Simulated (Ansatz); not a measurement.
Relaxation of CH7FSeSiSn (12 atoms, charge 0, multiplicity 1), to a largest force component of 0.015 eV/Å in at most 40 steps.

These are results of RKS PBE0/def2-SVP in Ansatz 0.2.0, not measurements.

```xyz
12
Properties=species:S:1:pos:R:3
F -2.343 1.644 0.749
Sn -0.484 2.038 0.747
Se 0.725 0.014 1.682
C -0.076 -1.220 0.498
Si 0.728 -1.296 -1.166
H -0.152 3.455 1.746
H 0.090 2.365 -0.881
H -0.084 -2.227 0.945
H -1.205 -0.916 0.400
H 2.128 -1.686 -0.921
H 0.050 -2.269 -1.997
H 0.701 0.042 -1.770
```

Problem. Where does it end, and by what steps?

Solution. It converged. The force dipped under the threshold on the way, but the program's further checks kept it going. After 14 steps the energy has fallen by 0.382 eV; H6 moved furthest, 0.41 Å.

```
step  energy less start (eV)  largest force component (eV/Å)  accepted
   0                  0.0000                           3.158       yes
   1                 -0.3098                           1.125       yes
   2                 -0.3615                           0.372       yes
   3                 -0.3717                           0.087       yes
   4                 -0.3730                           0.023       yes
   5                 -0.3739                           0.042       yes
   6                 -0.3747                           0.049       yes
   7                 -0.3755                           0.035       yes
   8                 -0.3768                           0.222       yes
   9                 -0.3785                           0.150       yes
  10                 -0.3801                           0.023       yes
  11                 -0.3812                           0.013       yes
  12                 -0.3818                           0.051       yes
  13                 -0.3819                           0.033       yes
  14                 -0.3820                           0.008       yes
```

```xyz
12
Properties=species:S:1:pos:R:3
F -2.150 1.417 0.500
Sn -0.360 2.148 0.776
Se 0.884 0.128 1.635
C -0.108 -1.162 0.507
Si 0.704 -1.388 -1.181
H -0.481 3.357 1.977
H 0.080 2.695 -0.783
H -0.107 -2.101 1.081
H -1.151 -0.821 0.433
H 2.103 -1.880 -1.010
H -0.066 -2.373 -2.005
H 0.730 -0.075 -1.896
```

Whether the end is a true minimum wasn't checked by a vibrational analysis.

Time of the run: 110 s on 2 threads of Arm Neoverse V1, on a shared host, peak memory 0.47 GiB.
